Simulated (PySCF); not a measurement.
Job file and geometry (Å, from GFN2-xTB) of an NMR shielding run on `C(CP(C)P)(F)(F)F`, C3H7F3P2, PySCF 2.14.0, density-fitted response routines, GIAO PBE0/pcSseg-1 NMR shielding, non-relativistic, gas phase; density fitting, a coarse starting grid and PySCF grid level 2 are the driver's defaults:

```
$ OMP_NUM_THREADS=1 python probes_run.py task.json out

{"job": {"kind": "nmr", "xc": "PBE0", "basis": "pcSseg-1"}, "charge": 0, "multiplicity": 1}
C     -1.539877    -1.491111     0.229041
P     -0.333555    -0.509004    -0.776965
P     -1.343116     1.412488    -0.643054
C      0.909751    -0.253028     0.609792
C      1.923911     0.760187     0.161029
F      2.386278     0.503112    -1.071066
F      1.419468     2.006352     0.121367
F      2.997989     0.819285     0.965991
H     -1.081981    -2.440289     0.500346
H     -2.415810    -1.693623    -0.384192
H     -1.845290    -0.957268     1.127673
H     -2.343569     0.970909    -1.510611
H     -0.608659     1.973108    -1.682151
H      0.438498     0.100638     1.529734
H      1.431546    -1.193766     0.801156
```

Problem. Write the output of this run.

Solution. 
```
coarse grid: 14104 points
cycle   1  E = -1099.8311615067  dE =  1.002e+00  |g| = 8.858e-01  |ddm| = 3.447e+00
cycle   2  E = -1099.7102997555  dE =  1.209e-01  |g| = 1.283e+00  |ddm| = 1.059e+00
cycle   3  E = -1099.9658659620  dE = -2.556e-01  |g| = 6.730e-02  |ddm| = 6.364e-01
cycle   4  E = -1099.9665546715  dE = -6.887e-04  |g| = 3.810e-02  |ddm| = 8.698e-02
cycle   5  E = -1099.9668900485  dE = -3.354e-04  |g| = 6.608e-03  |ddm| = 3.870e-02
cycle   6  E = -1099.9669017456  dE = -1.170e-05  |g| = 1.471e-03  |ddm| = 1.083e-02
cycle   7  E = -1099.9669022536  dE = -5.080e-07  |g| = 2.987e-04  |ddm| = 2.252e-03
final grid: 129896 points
cycle   8  E = -1100.0337432778  dE = -4.552e-05  |g| = 7.971e-03  |ddm| = 3.061e-02
cycle   9  E = -1100.0337336883  dE =  9.589e-06  |g| = 1.071e-02  |ddm| = 1.347e-02
cycle  10  E = -1100.0337574544  dE = -2.377e-05  |g| = 6.675e-04  |ddm| = 7.900e-03
cycle  11  E = -1100.0337575318  dE = -7.739e-08  |g| = 2.321e-04  |ddm| = 7.604e-04
cycle  12  E = -1100.0337575400  dE = -8.197e-09  |g| = 7.396e-05  |ddm| = 2.164e-04
cycle  13  E = -1100.0337575414  dE = -1.455e-09  |g| = 1.209e-05  |ddm| = 9.626e-05
cycle  14  E = -1100.0337575415  dE = -2.842e-11  |g| = 3.346e-06  |ddm| = 1.531e-05
converged SCF energy = -1100.0337575415

GIAO shielding tensors (ppm)
atom      isotropic    diamagn.    paramagn.     s11        s22        s33       span
  0 C      172.454     254.117     -81.662    163.878    166.438    187.046     23.168
  1 P      409.221     967.128    -557.906    357.955    403.512    466.197    108.242
  2 P      520.140     967.210    -447.070    456.565    518.022    585.832    129.267
  3 C      144.951     256.744    -111.793    124.900    145.143    164.810     39.909
  4 C       51.853     243.093    -191.241     45.306     51.290     58.962     13.656
  5 F      245.289     474.880    -229.591    160.103    248.819    326.945    166.841
  6 F      245.709     475.995    -230.286    164.927    250.139    322.062    157.135
  7 F      240.617     470.099    -229.481    149.721    231.713    340.418    190.697
  8 H       30.391      30.627      -0.236     25.367     27.507     38.298     12.931
  9 H       30.627      30.321       0.307     25.822     27.491     38.569     12.746
 10 H       30.649      31.281      -0.632     26.247     29.064     36.637     10.390
 11 H       29.611      30.480      -0.869     24.166     27.010     37.657     13.490
 12 H       28.975      30.182      -1.207     23.459     27.177     36.288     12.829
 13 H       29.756      32.000      -2.244     26.130     29.364     33.774      7.643
 14 H       29.195      31.240      -2.045     24.666     28.490     34.430      9.764
```

Size and cost of the density-fitted run: 185 basis functions, about 90 core-seconds.
